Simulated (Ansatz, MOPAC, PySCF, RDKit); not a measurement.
hydrogen isocyanide (SMILES [C-]#[NH+]) and hydrogen isocyanide (SMILES [C-]#[NH+]) are pulled apart as rigid monomers along the line of their centres of mass, from the B3LYP-D3(BJ)/def2-TZVP minimum. Starting geometry (charge 0, multiplicity 1):
```xyz
6

C     -0.217     0.394    -1.131
N     -0.116     0.330     0.026
H     -0.028     0.275     1.036
C      0.149     0.164     3.079
N      0.249     0.101     4.231
H      0.336     0.048     5.225
```

Interaction energies with rigid monomers; basis-set methods are counterpoise corrected unless marked otherwise.

Rows in 6-31G* carry no dispersion term and start afresh at each structure (6-31G* with six Cartesian d functions). The state reached by AM1 isn't checked.

The values were computed with Ansatz (a quantum-chemistry and plane-wave program); MOPAC for AM1 (differences of heats of formation); PySCF for 6-31G* rows, the dispersion terms; RDKit for the force fields. Each number belongs to the level named beside it.

```json
[
 {"H3···C4 (Å)": "1.85", "UFF (kcal/mol)": "77.18", "AM1 (kcal/mol)": "-4.06", "HF/aug-cc-pVDZ (kcal/mol)": "?", "PBE0-D4/def2-TZVPPD (kcal/mol)": "-7.28", "M06-2X/6-31G* (no counterpoise) (kcal/mol)": "-7.86"},
 {"H3···C4 (Å)": "2.05", "UFF (kcal/mol)": "20.49", "AM1 (kcal/mol)": "-4.51", "HF/aug-cc-pVDZ (kcal/mol)": "-4.83", "PBE0-D4/def2-TZVPPD (kcal/mol)": "-7.94", "M06-2X/6-31G* (no counterpoise) (kcal/mol)": "-8.87"},
 {"H3···C4 (Å)": "2.36", "UFF (kcal/mol)": "3.00", "AM1 (kcal/mol)": "-3.96", "HF/aug-cc-pVDZ (kcal/mol)": "-5.13", "PBE0-D4/def2-TZVPPD (kcal/mol)": "-6.98", "M06-2X/6-31G* (no counterpoise) (kcal/mol)": "-7.92"},
 {"H3···C4 (Å)": "2.87", "UFF (kcal/mol)": "-0.11", "AM1 (kcal/mol)": "-2.31", "HF/aug-cc-pVDZ (kcal/mol)": "-3.83", "PBE0-D4/def2-TZVPPD (kcal/mol)": "-4.65", "M06-2X/6-31G* (no counterpoise) (kcal/mol)": "-5.15"},
 {"H3···C4 (Å)": "3.70", "UFF (kcal/mol)": "-0.13", "AM1 (kcal/mol)": "-1.23", "HF/aug-cc-pVDZ (kcal/mol)": "-2.10", "PBE0-D4/def2-TZVPPD (kcal/mol)": "-2.39", "M06-2X/6-31G* (no counterpoise) (kcal/mol)": "?"}
]
```

Task: Fill in the missing entries.

Result: 
- 1.85, HF/aug-cc-pVDZ (kcal/mol): -2.88
- 3.70, M06-2X/6-31G* (no counterpoise) (kcal/mol): -2.43
